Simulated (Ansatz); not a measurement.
PBE exchange is replaced step by step with exact exchange (0 % is PBE, 25 % PBE0; no dispersion term), basis def2-TZVP, Ansatz. System: the cluster GaO₃H₃. The state is a singlet with charge 0. Geometry: PBE-D4/def2-SVP.

Geometry of the singlet:

| atom | x (Å) | y (Å) | z (Å) |
| --- | --- | --- | --- |
| Ga1 | -0.166 | -0.106 | -0.109 |
| O2 | -1.194 | -0.161 | -1.573 |
| O3 | -0.460 | -1.381 | 1.122 |
| O4 | 1.065 | 1.208 | 0.009 |
| H5 | 0.131 | -1.292 | 1.890 |
| H6 | -0.956 | 0.569 | -2.174 |
| H7 | 1.580 | 1.164 | 0.835 |

The structure comes from a short search, and lower isomers may exist.

```
exact exchange (%)  HOMO (eV)  LUMO (eV)  gap (eV)
                 0      -7.16      -2.08      5.07
                 5      -7.50      -1.89      5.60
                15      -8.18      -1.52      6.66
                25      -8.88      -1.15      7.73
                35      -9.58      -0.78      8.80
                50     -10.65      -0.23     10.42
```

**Question.** Fit a straight line to the column «gap (eV)» against the share of exact exchange and predict its value at 10 %.

**Answer.** With x = exact exchange (%) and y = gap (eV): mean x = 21.67, mean y = 7.38; Σ(x − x̄)(y − ȳ) = 190.8, Σ(x − x̄)² = 1783; slope b = 0.107, intercept a = ȳ − b·x̄ = 5.061. The residuals of the fitted rows reach 0.01. At x = 10 the line gives 5.061 + (0.107 × 10) = 6.13; the run gave 6.13, the same within rounding.
